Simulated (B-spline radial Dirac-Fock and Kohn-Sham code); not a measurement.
Core-hole lifetimes of Nb³⁺

System: Nb³⁺, [Kr] 4d2, inside a Watson sphere of charge -3 and radius 3 Å (a model of the Madelung potential; inside it an electron's potential energy is raised by 14.4 eV).

These are calculated numbers from a radial B-spline solver; the model is one-electron (LDA, Dirac) transition rates at Dirac-Fock energies.

Partial widths are in eV. Coster-Kronig decay leaves a hole in the same principal shell; its rates are the weakest part of the model, often 1.5 to 2.5 times too large and more for N holes. Holes without an open Auger channel, or with an unreliable SCF state, are not listed.

```csv
hole,radiative,Auger,Coster-Kronig,total,fluorescence yield,lifetime (fs)
K,3.04,1.03,0,4.07,0.748,0.162
L1,0.0382,0.980,4.74,5.76,0.00663,0.114
L2,0.0566,1.45,0.179,1.69,?,?
L3,0.0549,1.56,0,1.61,0.0340,0.408
M1,0.000629,0.149,6.54,6.69,9.40e-05,0.0984
M2,0.000574,0.171,2.76,2.93,0.000196,0.224
M3,0.000508,0.175,3.00,3.17,0.000160,0.208
M4,3.39e-05,0.0899,0,0.0900,0.000377,7.32
M5,3.14e-05,0.0946,0,0.0946,0.000332,6.96
N1,2.46e-05,0,0.0290,0.0291,0.000847,22.6
N2,8.24e-06,0,0.288,0.288,2.86e-05,2.29
N3,7.30e-06,0,0.322,0.322,2.27e-05,2.05
```

Q: What are the fluorescence yield and the lifetime of the L2 hole?

A: The yield is the radiative width over the total, 0.0335, and the lifetime is ħ/Γ = 0.390 fs.
